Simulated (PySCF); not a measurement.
C2H6OSi.
SMILES with atom numbers: `[CH2:1]=[CH:2][O:3][SiH3:4]` (hydrogens: H5, H6 on C1; H7 on C2; H8, H9, H10 on Si4)

Method used: PySCF 2.14.0, PBE0-D3(BJ)/def2-SVP geometry optimisation, gas phase.

Q: Give the optimised bond lengths and angles.

A: 
```
                   bond  length (pm)
                  C1=C2        133.6
                  C2–O3        134.8
                 O3–Si4        168.3
                  C1–H5        109.0
                  C1–H6        109.4
                  C2–H7        109.6
Si4–H8, Si4–H9, Si4–H10        149.0
```

Bonds in one row agree within 1 pm and their mean is given. A selection of angles:
```
     angle  degrees
  C2–C1–H5    119.4
  C2–C1–H6    122.9
  H5–C1–H6    117.7
  C1–C2–O3    127.0
  C1–C2–H7    121.4
  O3–C2–H7    111.6
 C2–O3–Si4    126.3
 O3–Si4–H8    110.4
O3–Si4–H10    105.1
 H8–Si4–H9    109.3
H8–Si4–H10    110.8
```

Dihedral angles: C1–C2–O3–Si4 0° (synperiplanar).

Of the pairs four or more bonds apart, Si4···H6 is among the closest relative to their van der Waals radii: 2.87 Å, 87 % of the sum of Bondi's values. The 4 heavy atoms lie in one plane (0.001 Å rms). Si4 (oxygen-bound silicon) is distorted tetrahedral (angles from 105.1° to 110.8°).

Point group: Cs (every atom within 0.08 Å of its image). No frequency check. One conformer, not necessarily the lowest.
